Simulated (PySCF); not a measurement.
Compound: C₇H₄FNO.
SMILES with atom numbers: `[O:1]=[C:2]=[N:3][c:4]1[cH:5][cH:6][c:7]([F:8])[cH:9][cH:10]1` (hydrogens: H11 on C5; H12 on C6; H13 on C9; H14 on C10)

Method used: PySCF 2.14.0, PBE0-D3(BJ)/def2-SVP geometry optimisation, gas phase.

Problem. List the bond lengths, angles and torsions at this level.

Solution. 
```tsv
bond	length (Å)
O1=C2	1.169
C2=N3	1.200
N3–C4	1.382
C4–C5, C4–C10	1.401
C5–C6, C9–C10	1.390
C6–C7, C7–C9	1.390
C7–F8	1.331
C5–H11, C10–H14	1.091
C6–H12, C9–H13	1.091
```

Bonds in one row agree within 0.01 Å and their mean is given. A selection of angles:
```tsv
angle	degrees
O1–C2–N3	174.7
C2–N3–C4	147.2
N3–C4–C5	119.0
N3–C4–C10	121.5
C5–C4–C10	119.5
C4–C5–C6	120.4
C5–C6–C7	119.2
C6–C7–F8	119.3
C6–C7–C9	121.4
```

Dihedral angles: C2–N3–C4–C5 180° (antiperiplanar).

The 10 heavy atoms lie in one plane (0.002 Å rms). Of the pairs four or more bonds apart, C2···H14 is among the closest relative to their van der Waals radii: 3.00 Å, 103 % of the sum of Bondi's values. N3 (isocyanate nitrogen) is bent (angle 147.2°). The C–N distances run from 1.200 Å (C2=N3, drawn double) to 1.382 Å (N3–C4, drawn single), a spread of 0.182 Å. The 6-membered ring C4–C5–C6–C7–C9–C10 has internal angles of 119.2° to 121.4° (sum 720°, against 720° for a flat polygon); it is planar, 0.00 Å rms from its mean plane, widest ring torsion 0°.

Point group: Cs (tolerance 0.08 Å). Not checked by PBE0-D3(BJ)/def2-SVP frequencies. The numbers are those of one conformer.
